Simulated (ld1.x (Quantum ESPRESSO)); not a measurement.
## Before and after: PAW potential for Tc (Z = 43)

ld1.x (Quantum ESPRESSO) 7.5 input, shortened:

```
&input
   title='Tc', zed=43., rel=1, dft='PZ', iswitch=3,
   config='[Kr] 4d5 5s2 5p0'
 /
 &inputp
   pseudotype=3, lpaw=.true., tm=.true., lloc=-2, rcloc=1.80,
   nlcc=.true., new_core_ps=.true., rcore=0.85,
   which_augfun='PSQ', rmatch_augfun_nc=.true.
 /
6
5S  1  0   2.00   0.00  2.40  3.30  0.0
5S  1  0   0.00   3.90  2.40  3.30  0.0
5P  2  1   0.00   0.00  3.10  3.90  0.0
5P  2  1   0.00   0.95  3.10  3.90  0.0
4D  3  2   5.00   0.00  1.25  1.60  0.0
4D  3  2   0.00   0.25  1.25  1.60  0.0
 &test
   configts(1)='4d5 5s2 5p0'
 /
```

Change: local potential all-electron potential smoothed inside 3.12 bohr (lloc = -2).

Cutoffs: the cutoffs (Ry, on a coarse ladder) from which the occupation-weighted sum of valence levels, in a spherical-Bessel basis at the reference potential, stays within 10 and 1 mRy of its value at 400 Ry; they do not see the model core or the augmentation charge, which bear on the density cutoff. Errors are all-electron minus pseudo energies relative to the spin-unpolarised reference configuration.

Task: What does the change do?

Result: The potential gets neither clearly harder nor softer (40 Ry and 70 Ry → 40 Ry and 70 Ry); the bound ghost in s disappears; of the 9 tests that both files solve, the error grows in 0 and shrinks in 4 by more than 15 % and 0.3 meV (median size 18.1 → 11.3 meV); the range in which the d phases agree narrows (upper end at the end of the scan → 2.8). A state that the projectors do not describe sees the local part alone, so a deeper or shallower local part can create or remove a ghost. That the errors move this way runs against the usual rule that smaller radii transfer better.

```tsv
quantity	base	changed
cutoff, loose	40 Ry	40 Ry
cutoff, tight	70 Ry	70 Ry
bound ghosts	s	none
error for 4d5 5s1 5p0, meV [ΔE 8.43 eV]	-1.4	+1.0
error for 4d5 5s0 5p0, meV [ΔE 23.63 eV]	-11	-11
error for 4d4 5s0 5p0, meV [ΔE 52.56 eV]	-198	-202
error for 4d5.5 5s1.5 5p0, meV [ΔE -0.60 eV]	-12	-11
error for 4d3 5s0 5p0, meV [ΔE 94.79 eV]	-898	-924
error for 4d4 5s2 5p0, meV [ΔE 11.80 eV]	-75	-61
error for 4d6 5s1 5p0, meV [ΔE -0.87 eV]	-39	-39
error for 4d5 5s2 5p0 (spin-polarised), meV [ΔE -3.49 eV]	-17	-8.4
error for 4d5 5s1 5p0 (spin-polarised), meV [ΔE 3.83 eV]	-18	-8.6
s: phases at 4.24 bohr within 0.05 rad from the reference energy up to (Ry; the scan ends near 5)	1.0	0.7
p: phases at 4.24 bohr within 0.05 rad from the reference energy up to (Ry; the scan ends near 5)	1.6	1.6
d: phases at 4.24 bohr within 0.05 rad from the reference energy up to (Ry; the scan ends near 5)	to the end of the scan	2.8
lowest overlap eigenvalue by channel	s 0.00, p 0.42, d 0.54	s 0.08, p 0.59, d 0.99
```

 A true bound ghost makes a file unfit for plane-wave use even where its test errors are small: the radial tests pick states by their node count and pass the ghost by.
